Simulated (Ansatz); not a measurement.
Consider the atomization: `C[SiH](F)Cl` → C• + Cl• + F• + 4 H• + Si•.

Isolated molecules relaxed with PBE0-D4/def2-TZVP in Ansatz; ΔE leaves out vibrations. CBS: MP2 limit from def2 TZ/QZ plus the TZ coupled-cluster correction, frozen cores. This one scheme is used for every species, atoms too. DFT in def2-TZVPP. Open shells (•) are unrestricted, without spin–orbit coupling. Spin–orbit coupling would lower the free atoms: a little for C, Cl, F, Si.

What is ΔE at CCSD(T)/CBS? (An estimate is asked.)

Computed: +709.2 kcal/mol.

What do these levels give: B97M-V, PBE0-D4, BHLYP-D4, PBE, CCSD/def2-SVP, MP2/def2-TZVPP? (An estimate is asked.)

Computed: B97M-V 711.0, PBE0-D4 703.4, BHLYP-D4 689.0, PBE 707.4, CCSD/def2-SVP 654.8, MP2/def2-TZVPP 703.6 kcal/mol.

Largest T1 diagnostic among the species: 0.012.

From BLYP to BHLYP (50 % exact exchange), in def2-TZVPP and without D4, ΔE moves by −6.3 kcal/mol: exact exchange takes away binding that semilocal exchange gives to molecules. At CCSD(T), def2-SVP lies −49.2 kcal/mol from the extrapolated value and def2-TZVPP −18.9 kcal/mol: correlation converges slowly with the basis, and small sets miss more of it in the bonded molecule than in its fragments.

For atomizations the MP2-based limit and the directly extrapolated one differ by several kJ/mol either way, and by 10 to 25 for some Ge, Se and Sn compounds, so smaller differences from it don't rank the levels.
